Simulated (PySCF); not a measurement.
## Spin states and ions at one geometry of [PbBr3]−

PySCF 2.14.0, RKS PBE, Pb def2-SVP with ECP60, Br def2-SVP; non-relativistic Hamiltonian with scalar-relativistic core potentials where named; density fitting; no spin-orbit coupling; singlets restricted, open shells unrestricted. The geometry is relaxed for charge -1, singlet, vacuum:

```xyz
4

Pb    0.0050    0.7943    0.0000
Br   -1.2434   -0.4081    2.1744
Br   -1.2434   -0.4081   -2.1744
Br    2.5207   -0.3870    0.0000
```

Energies count from the relaxed state; an electron taken off or put on is at rest in vacuum. Charges and spins are Mulliken's.

```
                     state  energy (eV)  spin squared  charge on Pb1 (e)  spin on Pb1 (e)  dipole about the centre of mass (D)
charge -1, singlet, vacuum         0.00          0.00               0.46             0.00                                 4.15
 charge 0, doublet, vacuum         4.24          0.75               0.66             0.09                                 2.95
```

**Question.** What does the state charge -1, triplet, vacuum give?

**Answer.** energy (eV) 3.57, spin squared 2.00, charge on Pb1 (e) 0.14, spin on Pb1 (e) 1.04, dipole about the centre of mass (D) 1.88.

With an electron taken off (doublet) the charges change, summed by element, by Pb +0.19 e, Br +0.81 e. The vertical ionisation energy is 4.24 eV, against −ε(HOMO) = 1.75 eV of the relaxed state. The level lies 2.5 eV too high, as is usual for semilocal functionals and global hybrids, which keep a self-interaction error.

Open shells may have lower solutions than those found.
